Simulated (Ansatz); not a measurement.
Sb(Cl)(SiH3)2 (ClH₆SbSi₂), SMILES [SiH3][Sb]([SiH3])[Cl].

Coordinates come from a B3LYP-D3(BJ)/def2-SVP optimisation. The structure was generated by enumeration; whether it is a known compound was not checked. The def2 effective core potentials stand for the cores of Sb; spin–orbit coupling is left out.

Two levels are set side by side: PBE/def2-SVPD (Ansatz, a program for electronic structure) and PBE0/def2-SVPD (Ansatz). Energy differences of separate SCF runs at the same geometry; the states with an electron removed or added have multiplicity 2 and 2. Differences are taken from unrounded values.

```json
[
 {"quantity": "vertical ionisation energy (eV)", "PBE0": "8.98"},
 {"quantity": "vertical electron affinity (eV)", "PBE0": "0.68"},
 {"quantity": "vertical singlet–triplet gap (eV)", "PBE0": "3.15"}
]
```

Task: What does PBE give, and how far is it from PBE0? (The exact figures need the calculation; the answer reports its results.)

Result: 
```tsv
quantity	PBE	PBE minus PBE0
vertical ionisation energy (eV)	8.78	-0.20
vertical electron affinity (eV)	0.67	-0.01
vertical singlet–triplet gap (eV)	3.04	-0.11
```
